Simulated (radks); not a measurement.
Charge is removed step by step from the 4s1/2 level of neutral lutetium, starting from [Xe] 4f14 5d1 6s2. All-electron calculation, Dirac Kohn-Sham, PBE, spin-unpolarised, spherical densities, finite nucleus; open shells are shared between the two j in proportion to 2j + 1; Fermi nuclear charge, rms radius 5.37 fm. Program: a radial shooting solver on a logarithmic mesh with Libxc functionals.

| removed (e) | E - E(0) (eV) | eigenvalue (eV) | E minus straight line (eV) |
|---|---|---|---|
| 0 | 0.000 | -484.58 | 0.000 |
| 0.25 | 121.71 | -489.18 | -1.869 |
| 0.5 | 244.62 | -494.13 | -2.542 |
| 0.75 | 368.80 | -499.36 | -1.942 |
| 1 | 494.32 | -504.85 | 0.000 |

Removing the whole electron costs 494.32 eV by Delta-SCF, against 484.58 eV from minus the eigenvalue at the starting occupation. Slater's transition state (half an electron removed) gives 494.13 eV. Integrating minus the eigenvalue over the occupation (Janak's theorem) gives 494.32 eV. The mean slope of the eigenvalue, de/dn, is 20.3 eV per electron.
